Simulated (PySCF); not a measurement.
Ligand exchange on a metal centre used in film growth or etching (Sc NH2-Br). Gas-phase values, no solvent. One relaxed conformer stands for each flexible species; it need not be the lowest.

Quantity: redistribution energy (mixed species minus the weighted end members), in kcal/mol.

Level 1: TPSSh-D3(BJ)/def2-TZVP // BP86-D3(BJ)/def2-SVP (PySCF)
Level 2: BP86/6-31G* (LANL2DZ on Sc) // BP86-D3(BJ)/def2-SVP (PySCF)
Level 3: M06-2X/6-31G* (LANL2DZ on Sc) // BP86-D3(BJ)/def2-SVP (PySCF)
Level 4: PBE/6-31G* (LANL2DZ on Sc) // BP86-D3(BJ)/def2-SVP (PySCF)

| species | level 2 | level 3 | level 4 |
|---|---|---|---|
| 1 of 3 NH2 replaced by Br: [Sc(NH2)2(Br)] | -5.74 | -7.01 | -5.74 |
| 2 of 3 NH2 replaced by Br: [Sc(NH2)(Br)2] | -5.81 | -7.38 | -5.82 |

Q: What does level 1 give for each?

A: 
- 1 of 3 NH2 replaced by Br: [Sc(NH2)2(Br)]: -4.78
- 2 of 3 NH2 replaced by Br: [Sc(NH2)(Br)2]: -4.90
